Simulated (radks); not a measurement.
Sc2+, configuration [Ar] 3d1 (the NIST ground configuration). Calculated with a radial shooting solver on a logarithmic mesh with Libxc functionals: scalar-relativistic Kohn-Sham, SCAN, spin-unpolarised, spherical densities, finite nucleus; meta-GGA in the generalised Kohn-Sham scheme; Fermi nuclear charge, rms radius 3.5459 fm.

Unscreened Slater integrals over Kohn-Sham orbitals (eV).

| integral | value |
|---|---|
| F0(3d,3d) | 16.081 |
| F2(3d,3d) | 7.3945 |
| F4(3d,3d) | 4.5920 |
| F0(3d,3p) | 18.194 |
| F2(3d,3p) | 8.5033 |
| G1(3d,3p) | 10.624 |
| G3(3d,3p) | 6.3613 |
| F0(3d,3s) | 18.753 |
| G2(3d,3s) | 7.9604 |
| F0(3d,2p) | 22.712 |
| F2(3d,2p) | 3.4907 |
| G1(3d,2p) | 2.2903 |
| G3(3d,2p) | 1.2918 |
| F0(3p,3p) | 21.145 |
| F2(3p,3p) | 10.650 |
| F0(3p,3s) | 21.930 |
| G1(3p,3s) | 14.608 |
| F0(3p,2p) | 28.751 |
| F2(3p,2p) | 5.3629 |
| G0(3p,2p) | 2.0989 |
| G2(3p,2p) | 2.1569 |
| F0(3s,3s) | 22.810 |
| F0(3s,2p) | 30.309 |
| G1(3s,2p) | 2.3738 |
| F0(2p,2p) | 81.050 |
| F2(2p,2p) | 37.960 |

Derived for the open shells (J is the average intra-shell exchange parameter used in DFT+U). 3d: Racah B = F2/49 - 5 F4/441 = 0.09885 eV, C = 35 F4/441 = 0.3644 eV, C/B = 3.69, F4/F2 = 0.621, J = (F2 + F4)/14 = 0.8562 eV.
